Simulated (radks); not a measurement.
The numbers below are computed, except where a source is named.
Ionisation of the strontium ion Sr2+, [Kr], to Sr3+, [Ar] 3d10 4s2 4p5, under several functionals. Scalar-relativistic Kohn-Sham, spin-unpolarised, spherical densities, point nucleus; a radial shooting solver on a logarithmic mesh with Libxc functionals.

| functional | E(Sr2+) (hartree) | Exc (hartree) | IE (eV) | -e(HOMO) (eV) | <r> HOMO (bohr) | IE error (eV) |
|---|---|---|---|---|---|---|
| RPBE | -3179.13285 | -104.88740 | 43.237 | 36.491 | 1.549 | +0.354 |
| B86b exchange with PBE correlation | -3179.36431 | -105.11981 | 43.289 | 36.541 | 1.548 | +0.406 |
| OLYP | -3180.20286 | -106.04049 | 43.372 | 36.608 | 1.545 | +0.488 |

NIST Atomic Spectra Database: 42.884 eV (measured). Closest: RPBE. The Delta-SCF values span 0.13 eV, the total energies 1.07 hartree. The highest occupied level is 4p. Spin polarisation and multiplet splitting are left out, so open shells lie too high by an amount that depends on their filling.

Beside tabulated values, note that spin-unpolarised runs miss the spin-polarisation part of the exchange energy of open shells.
